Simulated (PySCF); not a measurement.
SrLi: from constants to spectrum

ROHF-CCSD(T) constants of SrLi, ²Σ⁺ (doublet), unpaired electrons σ ↑ (Sr def2-SVPD with ECP28, Li def2-SVPD; scalar-relativistic core potentials (PySCF 2.14); masses 87.9056 and 7.0160 u):

| Property | Result |
| --- | --- |
| ωe | 141.5 cm⁻¹ |
| ωexe | 2.31 cm⁻¹ |
| Be | 0.18937 cm⁻¹ |
| αe | 0.00407 cm⁻¹ |
| De to Sr + Li | 0.217 eV |

Question: What force constant and bond length do these constants imply?

Answer: Reduced mass μred = 6.4974 u; k = 5.8918×10⁻⁷·μred·ωe² (u, cm⁻¹, mdyn/Å) = 0.0766 mdyn/Å; Re = √(16.8576/(μred·Be)) (u, cm⁻¹, Å) = 3.701 Å.

Question: Estimate the centrifugal constant D from the Kratzer relation and find the Dunham coefficient a1.

Answer: D = 4Be³/ωe² = 1.36e-06 cm⁻¹; a1 = −1 − αeωe/(6Be²) = -3.68.

Correlated steps freeze no core orbitals. The bond is weak. Basis-set superposition, not corrected here, can be much of De in a small basis, most of all at correlated wavefunction levels. Spin–orbit coupling is left out. The state is the lowest determinant that a PBE0 search found; another state may lie lower at other levels.
